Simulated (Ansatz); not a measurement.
Cost and result for the atomization energy of C$_{7}$H$_{7}$F, SMILES `Cc1ccc(F)cc1` (15 atoms, 15 bonds).

Cartesian coordinates in Å:
```
C -1.4956 -0.1575 1.6520
C -0.4805 -0.0537 0.5543
C 0.0463 1.1788 0.1798
C 0.9636 1.2907 -0.8535
C 1.3556 0.1453 -1.5159
F 2.2447 0.2411 -2.5147
C 0.8613 -1.0969 -1.1737
C -0.0550 -1.1841 -0.1372
H -2.5126 -0.0662 1.2579
H -1.3613 0.6319 2.3938
H -1.4299 -1.1189 2.1647
H -0.2645 2.0740 0.7083
H 1.3774 2.2481 -1.1450
H 1.1963 -1.9752 -1.7115
H -0.4459 -2.1574 0.1407
```

Charge 0, multiplicity 1. Geometry: relaxed with PBE0-D4/def2-TZVP. Program: Ansatz. All runs use 2 threads of an AMD EPYC 7R13 on a shared host and a share of an NVIDIA H100 80 GB. Times are those of one run each, without the atoms' runs, and a repeat can differ threefold. Electronic energies, without spin–orbit coupling; frozen cores. CCSD(T)/CBS adds CCSD(T) − MP2 in def2-TZVPP to the MP2 limit, and its time is that of the two runs behind it. T1 = 0.011; the RHF reference is unstable towards UHF. B3LYP takes the VWN-RPA correlation (the form of Gaussian; ORCA's B3LYP/G).

CCSD(T)/CBS is a level of theory with its own doubt, some kJ/mol a heavy atom from the limit and from the frozen cores, so smaller differences don't rank the functionals.

```tsv
level	functions	wall time	atomization (kcal/mol)	difference from CCSD(T)/CBS	per bond
LDA (SPW92)/def2-TZVPP	346	3.7 s	1942.5	273.2	18.2
revPBE-D4/def2-TZVPP	346	6 s	1693.1	23.8	1.6
BLYP-D4/def2-TZVPP	346	6.5 s	1680.0	10.7	0.7
r2SCANh-D4/def2-TZVPP	346	7 s	1677.7	8.4	0.6
B3LYP-D4/def2-TZVPP (with forces)	346	8 s	1678.2	8.9	0.6
BHLYP-D4/def2-TZVPP	346	8 s	1623.9	-45.4	-3.0
CCSD(T)/def2-SVP	147	9 s	1612.9	-56.4	-3.8
ωB97M-V/def2-TZVPP (with forces)	346	10 s	1679.7	10.4	0.7
MP2/def2-QZVPP	666	10 s	1701.4	32.1	2.1
PBE-QIDH/def2-TZVPP	346	11 s	1683.1	13.8	0.9
ωB97X-V/def2-TZVPP	346	11 s	1675.2	5.9	0.4
CCSD(T)/def2-TZVPP	346	14 s	1631.0	-38.3	-2.5
CCSD(T)/CBS(def2)	–	24 s	1669.3	0.0	0.0
```

At CCSD(T), def2-SVP lies −56.3 kcal/mol from the extrapolated value and def2-TZVPP −38.2 kcal/mol: correlation converges slowly with the basis, and small sets miss more of it in the bonded molecule than in its fragments. The D4 term adds +14.3 kcal/mol with B3LYP and +7.6 kcal/mol with PBE0; it sums over pairs of atoms, weighted by their polarisabilities, and B3LYP, whose exchange is more repulsive, gets the larger term. From r2SCAN to r2SCAN0 (25 % exact exchange), in def2-TZVPP and without D4, the atomization energy moves by −27.2 kcal/mol: exact exchange takes away binding that semilocal exchange gives to molecules.
